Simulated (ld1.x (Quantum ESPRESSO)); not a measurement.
## u(r) = r·R(r): atom against pseudo-atom (cobalt)

Columns: radius, all-electron u(r) and pseudo u(r) of the 3p shell (level -63.12 eV) of cobalt in the configuration [Ne] 3s2 3p6 3d7.5 4s1.5 4p0; PBE, scalar-relativistic, RRKJ scheme, ld1.x (Quantum ESPRESSO) 7.5.

```
r (bohr)  all-electron   pseudo
   0.080        0.4797  -0.0436
   0.160        0.5955  -0.1676
   0.240        0.2579  -0.3526
   0.320       -0.2138  -0.5699
   0.400       -0.6322  -0.7862
   0.480       -0.9317  -0.9708
   0.560       -1.1082  -1.1013
   0.640       -1.1829  -1.1680
   0.720       -1.1833  -1.1739
   0.800       -1.1349  -1.1313
   0.880       -1.0572  -1.0565
   0.960       -0.9647  -0.9646
   1.040       -0.8669  -0.8669
   1.120       -0.7701  -0.7701
   1.200       -0.6782  -0.6782
   1.280       -0.5931  -0.5931
   1.360       -0.5158  -0.5158
   1.440       -0.4466  -0.4466
   1.520       -0.3854  -0.3854
   1.600       -0.3315  -0.3315
   1.680       -0.2845  -0.2845
   1.760       -0.2437  -0.2437
   1.840       -0.2084  -0.2084
   1.920       -0.1779  -0.1779
   2.000       -0.1517  -0.1517
   2.080       -0.1293  -0.1293
```

**Question.** How many radial nodes do the two functions have?

**Answer.** The all-electron 3p function has n − l − 1 = 1; the pseudo-wave has 0, since the states of the same l below it are removed with the core.

**Question.** At about which radius was the pseudo-wave matched?

**Answer.** 1.05 bohr. The columns agree to 0.0005 from 0.96 bohr on; several derivatives are matched, so the curves merge somewhat inside the radius.

**Question.** Is the pseudo-wave norm-conserving?

**Answer.** Yes: the RRKJ scheme keeps the norm inside the radius equal to the all-electron one, which fixes the energy derivative of the logarithmic derivative at the level.
